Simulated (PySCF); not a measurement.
C₂H₃ClFIn, SMILES [CH]([In]([F])[Cl])=C.

The structure is a stationary point at B3LYP-D3(BJ)/def2-SVP. The structure was generated by enumeration; whether it is a known compound was not checked. The def2 effective core potentials stand for the cores of In; spin–orbit coupling is left out. The values are those of a single conformer.

These are IEF-PCM-ωB97X/def2-SVP (PySCF 2.14.0) values and carry that method's errors.

The values are the electrostatic part of the solvation free energy, E(continuum) − E(gas) at the gas-phase geometry, in a cavity of scaled van der Waals radii (PySCF's table); cavitation and dispersion terms are not included. A continuum can't describe solvent molecules that bind to the metal. In vacuum the orbital gap is 11.05 eV. The dipole moment in vacuum is 4.09 D.

Computed values in water (ε = 78.36), dimethylsulfoxide (ε = 46.83), dichloromethane (ε = 8.93):
```csv
solvent,ε,ΔG(elec) (kcal/mol),dipole (D),gap (eV)
water,78.36,-10.1,4.88,11.39
dimethylsulfoxide,46.83,-10.0,4.87,11.39
dichloromethane,8.93,-8.6,4.78,11.35
```
